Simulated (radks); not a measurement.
Task: The bromine ion Br2+, 33 electrons, occupied as [Ar] 3d10 4s2 4p1 4d2 (not the ground configuration). Calculated with a radial shooting solver on a logarithmic mesh with Libxc functionals: scalar-relativistic Kohn-Sham, PBEsol, spin-unpolarised, spherical densities, finite nucleus; Fermi nuclear charge, rms radius 4.1629 fm. Some entries of the table are withheld. Estimate them.

| orbital | occ. | eigenvalue (eV) | r(max) (bohr) | <r^2> (bohr^2) |
|---|---|---|---|---|
| 1s | 2 | -13340.72 | 0.02793 | 0.002463 |
| 2s | 2 | -1763.633 | 0.1593 | 0.04241 |
| 2p | 6 | -1559.821 | 0.1274 | 0.03352 |
| 3s | 2 | -269.1591 | (1) | 0.3499 |
| 3p | 6 | -204.7663 | 0.4812 | 0.3722 |
| 3d | 10 | -98.0684 | 0.4303 | 0.4259 |
| 4s | 2 | -46.7120 | 1.367 | 2.731 |
| 4p | 1 | -32.4976 | 1.541 | 3.640 |
| 4d | 2 | -14.2020 | 2.197 | 8.168 |
| 5s | 0 | -13.7470 | 3.438 | 15.53 |
| 5p | 0 | -10.2289 | (2) | 21.84 |

Result: 
(1) 3s r(max) (bohr): 0.4843
(2) 5p r(max) (bohr): 4.072
